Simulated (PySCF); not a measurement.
C3H7InO2, SMILES C[O][In]([CH]=C)[OH]. Atoms are numbered in the order given.

```xyz
13

In    -0.2323     0.3511     0.0000
C     -1.5290    -1.3287     0.0000
C     -1.0707    -2.5850     0.0000
H     -2.6109    -1.1529     0.0000
H     -1.7537    -3.4441     0.0000
H     -0.0029    -2.8287     0.0000
O     -0.7680     2.2687     0.0000
H      0.0125     2.8357     0.0000
O      1.7726     0.2569     0.0000
C      2.5089    -0.9222     0.0000
H      2.3290    -1.5591    -0.8917
H      3.5889    -0.6836     0.0000
H      2.3290    -1.5591     0.8917
```

Geometry: PBE0-D3(BJ)/def2-SVP. The def2 effective core potentials stand for the cores of In; spin–orbit coupling is left out. Other conformers were not sampled.

Method: PBE/def2-TZVP (PySCF).

ESP charges are fitted to the potential on shells at 1.4 to 2.0 van der Waals radii. Atomic charges (e):

| atom | ESP fit | Mulliken |
|---|---|---|
| In1 | 0.96 | 0.77 |
| C2 | -0.36 | -0.29 |
| C3 | -0.32 | -0.24 |
| H4 | 0.18 | 0.14 |
| H5 | 0.17 | 0.12 |
| H6 | 0.15 | 0.14 |
| O7 | -0.76 | -0.60 |
| H8 | 0.38 | 0.30 |
| O9 | -0.54 | -0.44 |
| C10 | 0.02 | -0.21 |
| H11 | 0.03 | 0.10 |
| H12 | 0.06 | 0.12 |
| H13 | 0.03 | 0.10 |
